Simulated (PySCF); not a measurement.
H₄SiTe.
Atom-mapped SMILES: `[SiH3:1][TeH:2]` (hydrogens: H3, H4, H5 on Si1; H6 on Te2)

Method: PySCF 2.14.0, PBE0-D3(BJ)/def2-SVP geometry optimisation, gas phase, def2 core potentials past Kr; density fitting, grid level 1; the optimiser is geomeTRIC in internal coordinates, started from a GFN2-xTB structure.

Geometry at step 0:
```
atom  x, y, z in Å
Si1    -0.6374   -0.0534   -0.0233
Te2     1.6878   -0.2815   -0.8527
H3     -1.0056    1.3370    0.2214
H4     -0.8675   -0.8067    1.2047
H5     -1.4685   -0.5940   -1.0889
H6      2.2943    0.4006    0.5173
```

Q: Give the atomic forces at this geometry.

A: 
```
atom  Fx (eV/Å)  Fy (eV/Å)  Fz (eV/Å)
 Si1      0.304      0.012     -0.009
 Te2      0.133     -0.161     -0.353
  H3     -0.118      0.663      0.079
  H4     -0.052     -0.379      0.553
  H5     -0.403     -0.277     -0.547
  H6      0.136      0.142      0.278
```

The largest, 0.73 eV/Å, acts on H5; the rms over all components is 0.319 eV/Å. The forces sum to zero within rounding, as they must for an isolated molecule in no field.

Q: Give the force on H5 in Eh/bohr and in nN.

A: 0.734 eV/Å ÷ 51.422 = 0.01428 Eh/bohr, and 0.734 eV/Å × 1.602 = 1.18 nN.

Q: How far is this geometry from the end of the optimisation?

A: 0.043 eV above it, and 0.031 Å rms away after alignment. The bonds farthest from their final lengths, with half the difference of the two atoms' forces along the bond (positive lengthens):

```csv
bond,now (Å),final (Å),force along bond (eV/Å)
Si1–H5,1.455,1.492,+0.45
Si1–H3,1.459,1.492,+0.37
Si1–H4,1.459,1.492,+0.37
Si1–Te2,2.479,2.505,-0.02
Te2–H6,1.646,1.666,+0.33
```

The angle farthest from its final value is H3–Si1–H4, 108.1° against 109.3°.

Of the 5 listed bonds off by 0.010 Å or more, this force points towards the final length in 4.

What follows is the cost of the whole optimisation. The run took 11 s on one thread of an Arm Neoverse N1, no GPU, on a shared host, and the process peaked at 0.29 GiB of memory.
